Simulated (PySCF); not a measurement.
Vertical excitations of a molecule C3H10AlN from TDDFT-PBE/def2-SVPD (PySCF), as energy in eV (oscillator strength): 4.36 (0.140), 5.14 (0.012), 5.62 (0.000), 5.64 (0.030), 5.75 (0.001), 6.01 (0.019), 6.10 (0.007), 6.13 (0.026), 6.40 (0.035), 6.84 (0.007). Lowest triplet (TDA): 3.38 eV. Coordinates come from a B3LYP-D3(BJ)/def2-SVP optimisation. Other conformers were not sampled.

Q: Which molecule gave these data?
A. C[CH2][Al]([CH3])[NH2]
B. CC(C)[NH][AlH2]
C. [CH3][AlH][N](C)C
D. CC[N](C)[AlH2]

A: D, CC[N](C)[AlH2]
